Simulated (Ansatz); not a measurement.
Cost and result for the atomization energy of `CN[SiH2]CCl` (13 atoms, 12 bonds).

Cartesian coordinates in Å:
```
C 0.3124 -1.7752 -0.6444
N 1.0026 -0.6782 0.0004
Si 0.5272 0.9543 -0.1625
C -1.1528 1.3737 0.5941
Cl -1.1421 0.9568 2.3334
H 0.9936 -2.6101 -0.8313
H -0.0651 -1.4476 -1.6169
H -0.5412 -2.1552 -0.0685
H 1.4634 -0.9407 0.8573
H 1.5460 1.7996 0.5068
H 0.4082 1.2736 -1.6137
H -1.9667 0.8120 0.1330
H -1.3856 2.4370 0.5124
```

The species carries charge 0 and has multiplicity 1. The structure was optimised at the PBE0-D4/def2-TZVP level. It is one conformer, not always the lowest. Program: Ansatz. All runs use 4 threads of an Arm Neoverse V1 on a shared host. Times are those of one run each, without the atoms' runs, and a repeat can differ threefold. Electronic energies, without spin–orbit coupling; frozen cores. CCSD(T)/CBS adds CCSD(T) − MP2 in def2-TZVPP to the MP2 limit, and its time is that of the two runs behind it. T1 = 0.010. B3LYP takes the VWN-RPA correlation (the form of Gaussian; ORCA's B3LYP/G).

CCSD(T)/CBS is a level of theory with its own doubt, some kJ/mol a heavy atom from the limit and from the frozen cores, so smaller differences don't rank the functionals.

```json
{"level": "PBE-D4/def2-TZVPP (with forces)", "functions": "289", "wall time": "3.4 s", "atomization (kcal/mol)": "1099.5", "difference from CCSD(T)/CBS": "14.3", "per bond": "1.2"}
{"level": "PBE0-D4/def2-TZVPP", "functions": "289", "wall time": "4 s", "atomization (kcal/mol)": "1085.8", "difference from CCSD(T)/CBS": "0.6", "per bond": "0.0"}
{"level": "r2SCAN-D4/def2-TZVPP (with forces)", "functions": "289", "wall time": "6 s", "atomization (kcal/mol)": "1083.5", "difference from CCSD(T)/CBS": "-1.7", "per bond": "-0.1"}
{"level": "B3LYP-D4/def2-TZVPP (with forces)", "functions": "289", "wall time": "6.5 s", "atomization (kcal/mol)": "1086.0", "difference from CCSD(T)/CBS": "0.8", "per bond": "0.1"}
{"level": "B2PLYP/def2-TZVPP", "functions": "289", "wall time": "7.5 s", "atomization (kcal/mol)": "1071.9", "difference from CCSD(T)/CBS": "-13.3", "per bond": "-1.1"}
{"level": "ωB97X-V/def2-TZVPP", "functions": "289", "wall time": "10 s", "atomization (kcal/mol)": "1090.1", "difference from CCSD(T)/CBS": "4.9", "per bond": "0.4"}
{"level": "ωB97M-V/def2-TZVPP (with forces)", "functions": "289", "wall time": "15 s", "atomization (kcal/mol)": "1089.5", "difference from CCSD(T)/CBS": "4.3", "per bond": "0.4"}
{"level": "MP2/def2-QZVPP", "functions": "551", "wall time": "32 s", "atomization (kcal/mol)": "1082.6", "difference from CCSD(T)/CBS": "-2.6", "per bond": "-0.2"}
{"level": "CCSD(T)/def2-TZVPP", "functions": "289", "wall time": "4.4 min", "atomization (kcal/mol)": "1055.6", "difference from CCSD(T)/CBS": "-29.6", "per bond": "-2.5"}
{"level": "CCSD(T)/CBS(def2)", "functions": "–", "wall time": "4.9 min", "atomization (kcal/mol)": "1085.2", "difference from CCSD(T)/CBS": "0.0", "per bond": "0.0"}
```

In def2-TZVPP, CCSD(T) changes the Hartree–Fock value by +264.1 kcal/mol (the triples alone add +14.1 kcal/mol) and MP2 by +273.5 kcal/mol; breaking electron pairs costs correlation energy, which Hartree–Fock lacks. The D4 term adds +10.9 kcal/mol with B3LYP and +5.8 kcal/mol with PBE0; it sums over pairs of atoms, weighted by their polarisabilities, and B3LYP, whose exchange is more repulsive, gets the larger term. From PBE to PBE0 (25 % exact exchange), in def2-TZVPP and without D4, the atomization energy moves by −12.7 kcal/mol: exact exchange takes away binding that semilocal exchange gives to molecules.
